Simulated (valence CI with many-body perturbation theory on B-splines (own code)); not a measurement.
## Which ion has this spectrum?

A relativistic CI+MBPT calculation for an atom or ion with 7 electrons gives these levels (Ry):

| J | Parity | E | g |
| --- | --- | --- | --- |
| 3/2 | odd | 0.000 | 1.58 |
| 3/2 | odd | 3.088 | 1.30 |
| 5/2 | odd | 3.975 | 1.19 |
| 1/2 | odd | 5.149 | 0.66 |
| 3/2 | odd | 8.102 | 1.24 |
| 5/2 | even | 11.898 | 1.55 |
| 3/2 | even | 14.025 | 1.56 |
| 1/2 | even | 14.161 | 2.46 |
| 3/2 | even | 16.666 | 1.09 |
| 5/2 | even | 17.610 | 1.24 |
| 1/2 | even | 19.016 | 1.55 |
| 3/2 | even | 19.770 | 1.20 |
| 1/2 | even | 23.175 | 1.31 |
| 3/2 | odd | 29.634 | 1.33 |

The energies are calculated, and their last digits are not significant.

(1) Which is it?
A. Kr29+
B. Br28+
C. As26+
D. Se27+

Answers

(1) B. Br28+, ground level (2s^2 2p1/2^2 2p3/2) J=3/2.
